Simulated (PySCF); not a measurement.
GaCl, SMILES [Cl][Ga] (connectivity only; charge and spin as stated), neutral, multiplicity 1. Geometry: PBE0-D3(BJ)/def2-TZVP.

The numbers are results of PBE0-D3(BJ)/def2-TZVP run with PySCF, not measurements.

Harmonic wavenumbers (cm⁻¹): 364. Rotational constants (GHz): 4.381 (linear); symmetry number 1.

Work out the zero-point energy and the ideal-gas rigid-rotor harmonic-oscillator thermochemistry at 298.15 K and 1 atm.

ZPE = ½ Σ hcν = ½ × 364 cm⁻¹ = 0.52 kcal/mol. H − E(el) = 2.81 kcal/mol. Entropy in cal/(mol K): translation 39.87, rotation 16.41, vibration 1.10, total 57.38. G − E(el) = -14.30 kcal/mol. Cp = 8.50 cal/(mol K).
